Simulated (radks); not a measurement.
Spherical jellium clusters: N electrons in a uniform positive sphere of charge N and radius rs N^(1/3), rs = 2.26 bohr. Level of theory: non-relativistic Kohn-Sham, LDA (Slater exchange, Perdew-Wang correlation), spin-polarised, spherical densities (a radial shooting solver with Libxc functionals). Levels are named by radial order and angular momentum (1s, 1p, 1d, 2s, ...), and open shells are averaged over m. Each electron was tried in the lowest free levels, single moves between levels near the top were tried too, and the lowest total energy was kept; such a search can miss a lower state. Energies include the self-energy of the background; IP and EA are vertical (highest electron removed, lowest free level filled), at fixed background; spill-out counts the electrons outside the background radius R, and alpha is the static dipole polarisability from linear response (closed shells only). A dash means not computed or, for alpha, an open shell; in EA it means that no bound solution was reached, which is typical of self-interaction and does not show that the anion is unstable. Real open-shell clusters deform, which this model forbids.

N	open shells	2S	E/N (eV)	E(N+1) + E(N-1) - 2E(N) (eV)	IP (eV)	EA (eV)	-e(HOMO) (eV)	spill-out (e)	alpha/R^3
1	1s(up 1, down 0)	1	-0.074	-	-	-	4.141	0.59	-
2	none	0	-0.930	2.609	7.992	-	4.890	0.84	2.372
3	1p(up 1, down 0)	1	-0.345	-1.018	4.715	-	2.406	1.27	-
4	1p(up 2, down 0)	2	-0.308	-0.984	5.913	-	3.418	1.55	-
5	1p(up 3, down 0)	3	-0.482	0.330	6.676	-	4.138	1.76	-
6	1p(up 3, down 1)	2	-0.543	-0.821	6.083	-	3.786	1.96	-
7	1p(up 3, down 2)	1	-0.704	-0.637	6.754	2.247	4.413	2.11	-
8	none	0	-0.904	3.118	7.222	-	4.882	2.25	1.900
9	1d(up 1, down 0)	1	-0.714	-0.496	3.944	-	1.986	2.52	-
10	1d(up 2, down 0)	2	-0.611	-0.484	4.541	-	2.554	2.75	-
11	1d(up 3, down 0)	3	-0.571	-0.450	5.020	-	3.020	2.94	-
12	1d(up 4, down 0)	4	-0.575	-0.409	5.414	-	3.413	3.10	-
13	1d(up 5, down 0)	5	-0.609	0.288	5.746	-	3.750	3.24	-
14	1d(up 5, down 0) 2s(up 1, down 0)	6	-0.619	0.023	5.373	-	3.552	3.54	-
15	1d(up 5, down 1) 2s(up 1, down 0)	5	-0.625	-0.531	5.476	1.826	3.604	3.67	-
16	1d(up 5, down 3)	2	-0.664	-0.364	5.813	2.117	3.921	3.64	-
17	1d(up 5, down 4)	1	-0.720	-0.293	6.077	2.389	4.192	3.76	-
18	none	0	-0.786	0.222	6.305	2.277	4.430	3.86	1.687
19	2s(up 1, down 0)	1	-0.833	0.213	6.018	2.207	4.221	4.08	-
20	none	0	-0.865	2.010	5.844	-	4.106	4.33	1.748
21	1f(up 1, down 0)	1	-0.798	-0.285	3.901	-	2.208	4.50	-
22	1f(up 2, down 0)	2	-0.750	-	4.185	-	2.496	4.64	-

All shells are closed at N = 2, 8, 18, 20 (there: 1s2 1p6 1d10 2s2); the second difference of the energy has clear peaks (12 % above both neighbours; the first and last values, which can be the largest, are not judged, and half-filled shells can peak too) at N = 5, 8, 13, 20.
